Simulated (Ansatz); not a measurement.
`[F][SnH]([F])[F]` → `[F][Sn][F]` + H–F  (stannylene formation by 1,1-elimination)

Calculated with Ansatz (gas phase, PBE0-D4/def2-TZVP geometries, no zero-point term in ΔE). CCSD(T)/CBS adds triple-zeta CCSD(T) − MP2 to the extrapolated MP2 energy (def2 sets, frozen cores). This one scheme is used for every species. Functionals use def2-TZVPP. B3LYP here is the variant with VWN-RPA as its local correlation; programs differ in this. def2 core potentials past Kr. For Sn outer-core shells are correlated without core-valence functions, which leaves a few kJ/mol of doubt a bond.

Q: Is it downhill or uphill in electronic energy at CCSD(T)/CBS, and by how much? (Best estimate.)

A: The calculation gave: Downhill: ΔE = -0.09 eV.

Q: What do these levels give: LDA (SPW92), r2SCAN-D4, B3LYP-D4, r2SCAN0-D4, PBE-QIDH, revPBE, r2SCAN, CCSD/def2-SVP, HF/def2-TZVPP, SCS-MP2/def2-TZVPP, CCSD(T)/def2-TZVPP, SCS-MP2/def2-QZVPP? (Best estimate.)

A: Computed: LDA (SPW92) -0.04, r2SCAN-D4 0.00, B3LYP-D4 -0.28, r2SCAN0-D4 0.01, PBE-QIDH -0.01, revPBE -0.38, r2SCAN -0.01, CCSD/def2-SVP 0.04, HF/def2-TZVPP 0.05, SCS-MP2/def2-TZVPP -0.14, CCSD(T)/def2-TZVPP -0.06, SCS-MP2/def2-QZVPP -0.13 eV.

Largest T1 diagnostic among the species: 0.017.

From BLYP to BHLYP (50 % exact exchange), in def2-TZVPP and without D4, ΔE moves by +0.34 eV. The D4 term adds +0.05 eV with B3LYP and +0.03 eV with PBE0; it sums over pairs of atoms, weighted by their polarisabilities, and B3LYP, whose exchange is more repulsive, gets the larger term. Leaving LDA and LC-ωPBE aside and taking each functional with its dispersion term where it has one, the values, not all of them listed here, spread over 0.54 eV, from BLYP-D4 to B97M-V. LDA lies +0.23 eV from PBE without D4.
